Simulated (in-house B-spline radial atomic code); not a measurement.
# Ce VII (Ce6+): [Kr] 4d10 5s2 (5p3/2)4 (an excited or competing configuration)

All numbers are computed (Dirac-Hartree-Fock, average of the jj configuration; Fermi nucleus of rms radius 4.8771 fm) with a radial B-spline atomic code at the basis-set limit, not measured.

Z_r = [3n² - l(l+1)]/(2<r>); Z_e = n√(-2ε); the last column is Slater's effective charge. Values are occupation-weighted means over j. An effective charge above Z reflects the relativistic contraction of the inner shells.

| shell | electrons | ε (eV) | <r> (bohr) | Z_r | Z_e | Slater |
| --- | --- | --- | --- | --- | --- | --- |
| 1s | 2 | -40757 | 0.02457 | 61.05 | 54.73 | 57.70 |
| 2s | 2 | -6700.2 | 0.1046 | 57.34 | 44.38 | 53.85 |
| 2p | 6 | -6014.9 | 0.09215 | 54.26 | 42.05 | 53.85 |
| 3s | 2 | -1552 | 0.2771 | 48.73 | 32.04 | 46.75 |
| 3p | 6 | -1327.3 | 0.2752 | 45.42 | 29.63 | 46.75 |
| 3d | 10 | -1001.8 | 0.2528 | 41.53 | 25.74 | 36.85 |
| 4s | 2 | -395.46 | 0.6338 | 37.87 | 21.57 | 30.25 |
| 4p | 6 | -318.41 | 0.6692 | 34.37 | 19.35 | 30.25 |
| 4d | 10 | -202.68 | 0.7338 | 28.62 | 15.44 | 18.85 |
| 5s | 2 | -115.92 | 1.43 | 26.23 | 14.59 | 12.95 |
| 5p | 4 | -92.052 | 1.593 | 22.91 | 13.01 | 12.95 |

The least bound orbital is 5p3/2 at -92.05 eV, and it is also the most diffuse (<r> = 1.593 bohr).

For the 1s electron the small component carries 4.61 % of the norm, the zero-frequency Breit interaction raises the level by 109.5 eV, self-energy by 63.98 eV, and vacuum polarisation lowers it by 9.53 eV.
